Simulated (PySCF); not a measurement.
**`N(CC(=C)CF)C=O`, C$_{5}$H$_{8}$FNO**

Molfile (atoms numbered from 1):
```
C5H8FNO
     RDKit          3D

 16 15  0  0  0  0  0  0  0  0999 V2000
   -1.8123    0.9894   -0.9555 C   0  0  0  0  0  0  0  0  0  0  0  0
   -0.9242    0.1075   -0.5284 C   0  0  0  0  0  0  0  0  0  0  0  0
   -0.5341   -1.1121   -1.3138 C   0  0  0  0  0  0  0  0  0  0  0  0
   -1.0814   -1.1129   -2.5708 F   0  0  0  0  0  0  0  0  0  0  0  0
   -0.1827    0.2542    0.7773 C   0  0  0  0  0  0  0  0  0  0  0  0
    1.1881    0.6798    0.5596 N   0  0  0  0  0  0  0  0  0  0  0  0
    2.2188   -0.1841    0.5998 C   0  0  0  0  0  0  0  0  0  0  0  0
    2.1309   -1.3578    0.8599 O   0  0  0  0  0  0  0  0  0  0  0  0
   -2.3134    0.8693   -1.9002 H   0  0  0  0  0  0  0  0  0  0  0  0
   -2.0736    1.8564   -0.3732 H   0  0  0  0  0  0  0  0  0  0  0  0
    0.5534   -1.1706   -1.4359 H   0  0  0  0  0  0  0  0  0  0  0  0
   -0.8822   -2.0236   -0.8123 H   0  0  0  0  0  0  0  0  0  0  0  0
   -0.6854    0.9833    1.4168 H   0  0  0  0  0  0  0  0  0  0  0  0
   -0.1264   -0.7091    1.2917 H   0  0  0  0  0  0  0  0  0  0  0  0
    1.3346    1.6281    0.2536 H   0  0  0  0  0  0  0  0  0  0  0  0
    3.1822    0.3114    0.3782 H   0  0  0  0  0  0  0  0  0  0  0  0
  1  2  2  0
  2  3  1  0
  3  4  1  0
  2  5  1  0
  5  6  1  0
  6  7  1  0
  7  8  2  0
  1  9  1  0
  1 10  1  0
  3 11  1  0
  3 12  1  0
  5 13  1  0
  5 14  1  0
  6 15  1  0
  7 16  1  0
M  END
```

Theory: PySCF 2.14.0, GIAO B97-2/pcSseg-1 magnetisability, rotational g tensor and spin-rotation constants, non-relativistic, gas phase. Geometry: GFN2-xTB.

(1) How diamagnetic is it, and how anisotropic?

(2) Split it along the inertial axes a, b, c into diamagnetic and paramagnetic parts about the centre of mass, with the quadrupole moment.

(3) And the rotational g tensor?

## Answers

(1) Isotropic -1045 × 10⁻³⁰ J/T², or -62.9 × 10⁻⁶ cm³/mol; principal values -1135, -1107, -892 × 10⁻³⁰ J/T², anisotropy 230 × 10⁻³⁰ J/T² (root of half the summed squared differences of the principal values). The susceptibility is in cgs units.

(2) 
| axis | χ (10⁻⁶ cm³/mol) | diamagnetic (10⁻⁶ cm³/mol) | paramagnetic (10⁻⁶ cm³/mol) | summed x² of all electrons (Å²) | quadrupole Θ (D Å) |
| --- | --- | --- | --- | --- | --- |
| a | -66.1 | -456.4 | 390.3 | 205.6 | -8.90 |
| b | -56.0 | -981.0 | 925.0 | 81.9 | +3.07 |
| c | -66.6 | -1219.5 | 1152.9 | 25.7 | +5.83 |

Anisotropies 2χaa − χbb − χcc = -9.6 and 2χbb − χaa − χcc = +20.7 × 10⁻⁶ cm³/mol. Θ is traceless in Buckingham's convention.

(3) 
| axis | rotational constant (GHz) | g | nuclear part | electronic part |
| --- | --- | --- | --- | --- |
| a | 3.3129 | -0.0232 | 0.5843 | -0.6075 |
| b | 1.2796 | -0.0192 | 0.5368 | -0.5561 |
| c | 1.0135 | -0.0110 | 0.5380 | -0.5489 |

Asymmetric top; isotopes 12C, 19F, 1H, 14N, 16O; no vibrational averaging.
